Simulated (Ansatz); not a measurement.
```xyz
8

O     0.0170   -1.2501   -1.0537
Ge    0.9948    0.0866   -0.4183
S    -0.3429    1.7533    0.2348
S    -1.4406    0.6679    1.6015
H    -0.4455   -1.7086   -0.3472
H     1.8442    0.5858   -1.5916
H     1.7928   -0.3970    0.8034
H    -2.4197    0.2620    0.7710
```

Total charge 0; spin multiplicity 1.

Task: List the PBE0/def2-TZVPP orbital energies in eV (Ansatz 0.2.0). (Estimate.)

Result: Computed: Occupied: -10860.83, -2423.40, -2423.05, -1359.03, -1208.85, -1208.84, -1208.83, -522.76, -218.66, -218.33, -171.81, -162.53, -162.43, -162.27, -162.20, -162.07, -161.95, -121.64, -121.60, -121.56, -34.58, -34.46, -34.42, -34.37, -34.36, -27.70, -22.49, -18.61, -15.74, -13.26, -12.37, -10.97, -10.67, -10.10, -9.82, -8.92, -7.54, -7.30. Lowest empty: -1.19, -0.09, 0.22, 0.67, 1.29, 2.05, 2.29, 4.44.
